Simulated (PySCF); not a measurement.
# Mg⁺ (magnesium, charge +1): UHF calculation

Configuration: [Ne] 3s1, 2S determinant. Calculation: PySCF 2.14, in jorge-DZP-DKH (7s4p1d, 24 functions); the spin-free X2C one-electron Hamiltonian (Gaussian nucleus).

- Total energy: -199.670139 hartree
- One-electron energy: -276.0865 hartree
- Hartree (Coulomb) energy: 92.3164 hartree
- Exchange energy: -15.9001 hartree
- ⟨S²⟩: 0.7501
- ⟨L²⟩: 0.000
- Sum of ⟨r⟩: 8.589 bohr
- Sum of ⟨r²⟩: 14.04 bohr²
- Langevin diamagnetic susceptibility: -11.1 ×10⁻⁶ cm³/mol
- Time after the integrals: 0.04 s of wall time on 1 thread of Neoverse-V2 (shared host)

```
shell  electrons  mean orbital energy (eV)  rms radius, mean of both spins (bohr)
 1s α          1                   -1345.5                                  0.151
 1s β          1                   -1345.3                                  0.151
 2s α          1                   -111.79                                  0.754
 2s β          1                   -111.32                                  0.754
 2p α          3                   -70.942                                  0.771
 2p β          3                   -70.783                                  0.771
 3s α          1                   -14.732                                   3.05
```
